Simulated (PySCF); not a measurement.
# Reading the logs of faulty runs: AlCl2GeH2 cation

These are calculations, not measurements. They come from PySCF 2.14.0, an open-source quantum chemistry program, on an isolated molecule that a program drew, which may never have been made. The molecule is AlCl2GeH2 cation (charge +1, singlet), drawn as the SMILES string `[Cl][Al+][GeH2][Cl]`.

Each row is a Hartree-Fock (HF) and frozen-core CCSD(T) single point in the cc-pV(D+d)Z basis, meant for a local HF minimum. Run 1 is clean. Each other run has one planted mistake out of seven kinds, and not every kind appears here: one electron removed, one electron added, multiplicity raised by two, geometry at a saddle point, minimal basis STO-3G, one bond length entered in bohr, all coordinates scaled. The reference is restricted for singlets and unrestricted otherwise, and also for a bond in bohr. Adding or removing an electron swaps singlet and doublet. Electrons count all cores. HOMO and LUMO are orbital energies over both spins, the gradient is its largest component, and the lowest frequency (negative if imaginary) is given only where the gradient is small. Bond lengths are over the 5 bonds as drawn. T1 is the CCSD diagnostic: over 0.02 (restricted) or 0.045 (unrestricted) a single reference is doubtful. Germanium has the cc-pVDZ-PP basis, with a core potential (ECP10MDF) in place of its 10 inner electrons, and its 3s, 3p and 3d shells are frozen in CCSD(T).

Geometry of the clean run:
```xyz
6
AlCl2GeH2 cation, angstrom
Cl    0.1339   -1.2811    3.5118
Al    0.3603   -1.6264    1.5244
Ge    0.7103   -2.1591   -0.9670
Cl    1.8785   -3.9382   -0.8017
H     1.5094   -1.0095   -1.5385
H    -0.6620   -2.4354   -1.5388
```

| run | electrons | basis functions | <S^2> | HOMO (eV) | LUMO (eV) | gradient (hartree/bohr) | lowest frequency (cm^-1) | mean bond (Å) | longest bond (Å) | T1 | HF (hartree) | CCSD(T) (hartree) | mistake |
|---|---|---|---|---|---|---|---|---|---|---|---|---|---|
| 1 | 80 | 102 | 0.000 | -15.95 | -4.44 | 1.1e-05 | 54 | 1.9521 | 2.572 | 0.0134 | -1455.31978 | -1455.78430 | no fault |
| 2 | 81 | 102 | 0.775 | -5.91 | 0.64 | 4.5e-02 | - | 1.9521 | 2.572 | 0.0413 | -1455.50961 | -1455.98344 | one electron added |
| 3 | 80 | 102 | 0.000 | -12.28 | -6.83 | 3.3e-02 | - | 2.4097 | 4.860 | 0.0182 | -1455.24484 | -1455.71205 | one bond length entered in bohr |
| 4 | 79 | 102 | 0.774 | -21.97 | -13.40 | 4.6e-02 | - | 1.9521 | 2.572 | 0.0441 | -1454.77512 | -1455.22515 | one electron removed |
| 5 | 80 | 102 | 2.014 | -12.05 | -8.32 | 4.1e-02 | - | 1.9521 | 2.572 | 0.0372 | -1455.16876 | -1455.62650 | multiplicity raised by two |
| 6 | 80 | 102 | 0.000 | -15.96 | -4.35 | 1.5e-02 | - | 1.9189 | 2.528 | 0.0130 | -1455.31799 | -1455.78137 | ? |

**Which mistake was planted in run 6, and what did it cost?**

The mean and the longest bond both change by the same factor, 0.983, and the gradient is no longer small. So the mistake is: all coordinates scaled. Subtracting run 1 and multiplying by 627.51 kcal/mol a hartree, the energy moved by 1.1 kcal/mol in HF and 1.8 kcal/mol in CCSD(T).

